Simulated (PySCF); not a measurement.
Peak assignment

Geometry (Å), atoms numbered from 1 in this order:
```xyz
16

C     3.6011   -0.9888   -1.0880
C     2.8177   -0.4537   -0.3500
Si    1.6208    0.3561    0.8030
C     0.1037   -0.7340    1.0855
C    -1.0312   -0.2143    0.5845
C    -2.3155   -0.8879    0.6824
N    -3.4289   -0.4851    0.2458
Si   -0.7663    1.4677   -0.2607
O     0.8424    1.5783    0.0227
H     4.2856   -1.4536   -1.7383
H     2.2379    0.9318    1.9910
H     0.1104   -1.6913    1.5905
H    -2.3257   -1.8515    1.1899
H    -3.3889    0.4190   -0.2256
H    -1.4030    2.5852    0.4281
H    -0.9680    1.4308   -1.7045
```

Theory: GIAO PBE0/pcSseg-1 shieldings, GFN2-xTB structure, in PySCF (non-relativistic, isolated molecule, one computed conformer).

Chemical shifts δ = σref − σ; TMS for 13C (σref 186.93), 1H (σref 31.72), all at this level.

(1) Assign these signals to the numbered atoms. 13C{1H} NMR (computed): δ 174.6, 170.4, 161.2, 103.9, 87.9.

(2) Assign these signals to the numbered atoms. 1H NMR (300 MHz, computed): δ 10.44 (br s, 1H), 8.43 (s, 1H), 7.30 (d, 1H), 5.58 (m, 1H), 5.53 (m, 1H), 5.45 (m, 1H), 2.07 (d, 1H).

## Answers

(1) 
| δ (ppm) | atoms | environment | reason |
| --- | --- | --- | --- |
| 174.6 | C6 | carbon bonded to C, N, H | – |
| 170.4 | C5 | carbon bonded to 2 C, Si | – |
| 161.2 | C4 | carbon bonded to C, Si, H | – |
| 103.9 | C1 | carbon bonded to C, H | – |
| 87.9 | C2 | carbon bonded to C, Si | – |

(2) 
| δ (ppm) | atoms | environment | reason |
| --- | --- | --- | --- |
| 10.44 | H14 | hydrogen on a nitrogen bonded to C | – |
| 8.43 | H13 | hydrogen on a carbon bonded to C, N | – |
| 7.30 | H12 | hydrogen on a carbon bonded to C, Si | – |
| 5.58 | H16 | hydrogen on a silicon bonded to C, O | – |
| 5.53 | H15 | hydrogen on a silicon bonded to C, O | – |
| 5.45 | H11 | hydrogen on a silicon bonded to 2 C, O | – |
| 2.07 | H10 | hydrogen on a carbon bonded to C | – |

H16 and H15; H15 and H11 lie closer than the usual error of such a calculation, so a measured spectrum could show them in the other order.

Exchangeable OH/NH protons stand at their gas-phase positions; hydrogen bonding in a real sample shifts them, mostly to higher δ. Shifts are as computed. Against solution values, carbons near 30 ppm lie about +3 ppm off and those near 130 ppm about +5 ppm. Of 1309 compounds with measured shifts, 239 miss one by over three times the rms of a fit or turn the order of signals round; such compounds aren't used in these exercises. Multiplicities follow the n + 1 count of equivalent neighbours, as no J values were calculated; m marks all less simple cases, F and P coupling included.
